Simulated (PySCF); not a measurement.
# Electron correlation in Cr⁻ (chromium, charge -1)

[Ar] 3d5 4s2, high-spin 6S determinant. Calculation: PySCF 2.14, in def2-TZVPPD; the non-relativistic Hamiltonian (point nucleus). Frozen: [Ne]; 15 electrons correlated.

MP2 pair energies summed by pair of shells (mhartree):

```
 pair   energy  share (%)
3p-3d  -165.38       37.8
3p-3p   -82.44       18.9
3d-3d   -78.45       18.0
3s-3p   -31.80        7.3
3s-3d   -26.23        6.0
3d-4s   -21.15        4.8
4s-4s   -17.40        4.0
3p-4s    -8.95        2.0
3s-3s    -4.59        1.1
3s-4s    -0.56        0.1
```

Total MP2 correlation energy: -436.95 mhartree.

Same-spin part -171.29 and opposite-spin part -265.66 mhartree; SCS-MP2 scales them by 1/3 and 6/5 to -375.89 mhartree.

The Hartree-Fock reference does not bind the outermost electron (its level is positive or very diffuse), so these energies belong to a reference that the basis holds together.

This basis was not built for core-valence correlation, so the inner-shell part is incomplete.
